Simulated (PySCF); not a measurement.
In(H)(OH)(OMe) (CH5InO2), SMILES C[O][InH][OH]. Coordinates come from a PBE-D3(BJ)/def2-SVP optimisation. The def2 effective core potentials stand for the cores of In; spin–orbit coupling is left out. The values are those of a single conformer.

Computed equilibrium geometry at PBE-D3(BJ)/def2-SVP (PySCF confirms it by a frequency run) as a Z-matrix (one conformer of several):
```
O
C 1 1.4132
H 2 1.1145 1 114.27
H 2 1.1160 3 107.33 1 122.63
H 2 1.1161 3 107.32 4 114.68
In 1 2.0155 2 121.37 3 -0.66
H 6 1.7168 1 121.66 2 -179.90
O 6 2.0269 7 131.45 1 179.95
H 8 0.9764 6 110.06 7 -0.04
```
Charge 0, spin multiplicity 1.
